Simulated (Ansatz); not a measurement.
Born–Oppenheimer molecular dynamics of a periodic cell of 30 atoms, H₄C (contents 6 CH4, density as packed 0.42 g/cm³ with natural masses). It starts from a partly relaxed structure (largest force component 0.18 eV/Å).

Level of theory: DFT PBE-D3(BJ), scalar-relativistic, plane waves, PAW (Ansatz). Settings: accuracy low, cutoff 420 eV, k mesh 1x1x1, fermi-dirac smearing 0.02 eV, no spin polarisation.

* ensemble: NVT, Langevin thermostat
* time step: 0.75 fs
* steps asked: 300
* set temperature: 1500 K
* friction: 0.02 /fs
* masses: H 2.014 u
* seed: 210836

Frames 7.5 fs apart, positions in Å.

Velocities at 142.5 fs (Å/ps):

```
C 5.46 -23.54 -2.20
H 11.26 -14.36 18.76
H -9.27 -11.03 -15.59
H -25.96 22.54 9.67
H -16.30 27.72 -28.21
C 0.52 -26.51 4.56
H -23.41 1.12 -11.44
H 25.91 -38.70 25.55
H 46.43 -18.66 38.13
H 15.94 -7.78 -9.45
C 22.22 -2.06 11.53
H 12.60 27.75 23.25
H -39.60 -10.40 10.64
H -17.39 14.96 10.36
H 4.90 -9.50 18.59
C 9.27 -0.66 12.38
H 14.29 -23.69 -17.69
H 27.34 9.62 -18.44
H -25.71 6.79 6.33
H -17.52 -2.86 3.38
C -12.73 11.90 7.37
H -19.21 -20.39 -15.85
H 0.91 28.38 -17.96
H 1.54 -5.66 38.25
H -16.65 -4.57 -5.21
C -6.85 -13.44 -0.37
H -14.61 46.20 28.52
H -24.70 43.53 0.05
H 8.45 14.52 25.01
H -19.27 -10.36 -49.55
```

```xyz
30
Lattice="7.2304 0.0000 0.0000 0.0000 7.2304 0.0000 0.0000 0.0000 7.2304" Properties=species:S:1:pos:R:3 time_fs=142.5 energy_less_start_eV=3.647 T=1340
C 5.878 3.623 6.134
H 5.842 2.527 5.994
H 5.461 3.841 5.115
H 7.059 3.783 6.088
H 5.415 4.165 6.901
C 5.915 3.483 2.433
H 6.653 4.033 2.107
H 6.149 2.549 2.783
H 5.340 3.274 1.500
H 5.045 3.689 3.072
C -0.072 0.051 4.290
H 0.897 0.032 4.946
H -0.702 -0.855 4.681
H 0.342 -0.501 3.477
H -0.397 1.058 4.224
C 2.346 4.509 5.667
H 1.684 4.543 4.777
H 3.336 4.056 5.267
H 2.278 4.092 6.688
H 2.899 5.420 5.857
C 3.204 6.674 2.327
H 2.482 7.125 1.403
H 4.360 7.029 2.208
H 3.314 5.594 2.154
H 2.952 7.003 3.442
C 3.870 0.729 5.839
H 2.997 0.216 6.134
H 4.618 0.664 6.774
H 3.625 1.791 5.543
H 4.255 0.020 5.165
30
Lattice="7.2304 0.0000 0.0000 0.0000 7.2304 0.0000 0.0000 0.0000 7.2304" Properties=species:S:1:pos:R:3 time_fs=150.0 energy_less_start_eV=3.271 T=1466
C 5.938 3.468 6.060
H 5.892 2.372 6.250
H 5.463 3.810 5.144
H 6.860 3.908 6.153
H 5.319 4.188 6.712
C 5.895 3.266 2.470
H 6.660 4.202 2.100
H 6.361 2.339 2.933
H 5.545 3.010 1.440
H 5.193 3.887 3.096
C 0.086 -0.055 4.467
H 0.878 0.295 5.143
H -0.779 -0.660 4.757
H 0.356 -0.352 3.333
H -0.460 0.965 4.306
C 2.469 4.499 5.716
H 1.864 4.327 4.889
H 3.348 4.066 5.296
H 2.073 4.125 6.626
H 2.629 5.587 5.890
C 3.191 6.759 2.355
H 2.535 6.907 1.628
H 4.072 7.145 2.075
H 3.374 5.665 2.493
H 2.735 7.019 3.225
C 3.796 0.638 5.849
H 2.815 0.382 6.465
H 4.400 0.889 6.684
H 3.714 1.731 5.707
H 4.159 0.067 4.909
30
Lattice="7.2304 0.0000 0.0000 0.0000 7.2304 0.0000 0.0000 0.0000 7.2304" Properties=species:S:1:pos:R:3 time_fs=157.5 energy_less_start_eV=3.670 T=1237
C 5.958 3.412 6.005
H 5.945 2.352 6.325
H 5.637 3.681 4.985
H 7.000 3.837 6.308
H 5.267 3.907 6.651
C 5.904 3.139 2.433
H 6.501 3.921 2.224
H 6.472 2.469 3.061
H 5.577 2.693 1.498
H 5.341 3.893 3.200
C 0.208 -0.074 4.538
H 0.926 0.319 5.194
H -0.657 -0.703 4.941
H 0.421 -0.248 3.538
H -0.498 0.697 4.317
C 2.545 4.541 5.776
H 1.790 4.115 4.954
H 3.512 3.943 5.550
H 1.905 4.109 6.571
H 2.287 5.594 5.815
C 3.226 6.743 2.391
H 2.357 6.757 1.524
H 4.125 7.444 1.949
H 3.471 5.733 2.728
H 2.594 7.326 3.204
C 3.687 0.576 5.912
H 2.815 0.379 6.483
H 4.462 0.656 6.742
H 3.631 1.632 5.604
H 4.003 0.239 4.948
30
Lattice="7.2304 0.0000 0.0000 0.0000 7.2304 0.0000 0.0000 0.0000 7.2304" Properties=species:S:1:pos:R:3 time_fs=165.0 energy_less_start_eV=3.105 T=1400
C 6.048 3.423 5.992
H 6.000 2.338 6.183
H 5.849 3.502 4.912
H 7.021 3.613 6.260
H 5.209 3.796 6.768
C 5.918 3.097 2.501
H 6.702 3.887 2.018
H 6.483 2.484 3.191
H 5.451 2.412 1.760
H 5.261 3.561 3.119
C 0.232 -0.050 4.588
H 1.078 0.192 5.371
H -0.243 -0.876 5.041
H 0.708 -0.466 3.567
H -0.545 0.659 4.372
C 2.495 4.488 5.727
H 1.955 3.933 5.129
H 3.519 4.151 5.873
H 1.945 4.073 6.655
H 2.234 5.554 5.607
C 3.155 6.785 2.367
H 2.524 6.511 1.532
H 3.839 7.489 2.099
H 3.644 5.766 2.674
H 2.667 7.542 2.916
C 3.657 0.640 6.015
H 2.671 0.115 6.414
H 4.529 0.390 6.684
H 3.424 1.684 5.600
H 3.876 0.084 5.037
30
Lattice="7.2304 0.0000 0.0000 0.0000 7.2304 0.0000 0.0000 0.0000 7.2304" Properties=species:S:1:pos:R:3 time_fs=172.5 energy_less_start_eV=3.825 T=1263
C 6.071 3.405 5.975
H 6.018 2.293 6.125
H 5.921 3.599 4.931
H 7.165 3.699 6.236
H 5.294 3.692 6.606
C 5.998 3.072 2.582
H 6.583 3.777 2.060
H 6.494 2.405 3.267
H 5.446 2.357 1.929
H 4.907 3.457 3.105
C 0.285 -0.143 4.597
H 0.953 0.245 5.284
H 0.183 -1.165 5.134
H 0.839 -0.568 3.832
H -0.532 0.689 4.516
C 2.435 4.445 5.731
H 2.151 3.598 4.838
H 3.547 4.651 5.987
H 2.067 4.199 6.760
H 2.315 5.521 5.353
C 3.075 6.829 2.325
H 2.521 6.241 1.442
H 3.896 7.644 2.057
H 3.800 6.140 2.762
H 2.583 7.556 3.030
C 3.590 0.632 6.015
H 2.775 0.001 6.355
H 4.495 0.439 6.596
H 3.258 1.630 5.813
H 3.773 -0.033 5.211
30
Lattice="7.2304 0.0000 0.0000 0.0000 7.2304 0.0000 0.0000 0.0000 7.2304" Properties=species:S:1:pos:R:3 time_fs=180.0 energy_less_start_eV=3.006 T=1574
C 6.169 3.369 5.978
H 6.081 2.263 5.992
H 5.837 3.819 5.008
H 7.099 3.800 6.159
H 5.258 3.834 6.617
C 5.904 2.975 2.638
H 6.479 3.831 2.222
H 6.510 2.450 3.365
H 5.653 2.294 1.808
H 5.142 3.521 2.964
C 0.347 -0.249 4.641
H 0.952 0.484 5.277
H 0.130 -1.120 5.149
H 0.994 -0.587 3.656
H -0.451 0.409 4.594
C 2.435 4.431 5.678
H 2.512 3.666 4.898
H 3.525 4.857 5.905
H 1.997 4.329 6.688
H 2.165 5.323 5.258
C 3.093 6.958 2.314
H 2.572 6.341 1.559
H 3.734 7.578 1.665
H 3.896 6.297 2.843
H 2.347 7.215 3.163
C 3.534 0.560 5.958
H 2.759 -0.039 6.570
H 4.456 0.769 6.586
H 3.219 1.634 5.856
H 3.934 -0.105 5.080
30
Lattice="7.2304 0.0000 0.0000 0.0000 7.2304 0.0000 0.0000 0.0000 7.2304" Properties=species:S:1:pos:R:3 time_fs=187.5 energy_less_start_eV=4.297 T=1411
C 6.195 3.449 5.974
H 6.253 2.357 5.754
H 5.773 3.861 5.057
H 7.192 3.857 6.198
H 5.561 3.859 6.636
C 5.803 2.907 2.664
H 6.505 3.730 2.335
H 6.564 2.639 3.499
H 5.652 2.204 1.736
H 4.882 3.623 3.075
C 0.453 -0.294 4.720
H 0.981 0.496 5.175
H -0.026 -1.131 5.383
H 0.833 -0.508 3.707
H -0.639 0.255 4.513
C 2.506 4.495 5.670
H 2.789 3.604 5.006
H 3.513 4.838 5.851
H 1.793 4.221 6.496
H 1.871 5.230 4.962
C 3.166 7.032 2.334
H 2.443 6.400 1.619
H 3.364 7.698 1.427
H 3.773 6.226 2.741
H 2.278 7.061 2.934
C 3.548 0.447 5.974
H 2.926 0.046 6.715
H 4.333 0.801 6.629
H 3.193 1.407 5.665
H 3.865 0.108 5.026
```

Of the whole run (225 fs, mean temperature of the second half 1323 K): The mean temperature of the second half is 12 % below the set value. A run of 0.23 ps of so small a system gives no equilibrium averages. Limits of this set-up: coarse k mesh, low accuracy level.

Time of the run: 6.7 min on 1 thread of Arm Neoverse V2 (shared host), peak memory 0.37 GiB.
